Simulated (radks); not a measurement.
Values are calculated unless marked as measured or tabulated.
Fractional charge and spin in the 2p shell of silicon: the spin-up occupation runs from 2 to 3 and the spin-down occupation from 2 to 3; the fullest corner is Si3+, [He] 2s2 3s(up 0.5, down 0.5) 2p(up 3, down 3). Code: a radial shooting solver on a logarithmic mesh with Libxc functionals. Model: scalar-relativistic Kohn-Sham, r2SCAN, spin-polarised, spherical densities, finite nucleus; meta-GGA in the generalised Kohn-Sham scheme; Fermi nuclear charge, rms radius of each element as measured or else 0.836 A^(1/3) + 0.57 fm. Energy (eV) minus the two flat planes that join the four corners (they meet along the diagonal where the two added fractions sum to one electron); zero is where a piecewise linear energy would lie.

down \ up,2,2.25,2.5,2.75,3
2,0.000,-3.591,-4.768,-3.561,0.000
2.25,-3.591,-4.454,-2.954,0.882,-3.290
2.5,-4.768,-2.954,1.176,-2.721,-4.365
2.75,-3.561,0.882,-2.721,-4.090,-3.257
3,0.000,-3.290,-4.365,-3.257,0.000

Corners above the fullest one (they belong to Si4+ and the next ion): (up 3, down 2) 151.39 eV, (up 2, down 3) 151.39 eV, (up 2, down 2) 344.02 eV. With half an added electron in each spin the energy lies 1.176 eV from the planes, and with half an added electron in spin up alone -4.768 eV. The planes are only a guide here: the flat-plane condition holds for ground states with one frontier orbital, while this shell lies below other occupied shells, so the corners above the fullest one are inner-hole states and not the ground states of those ions.
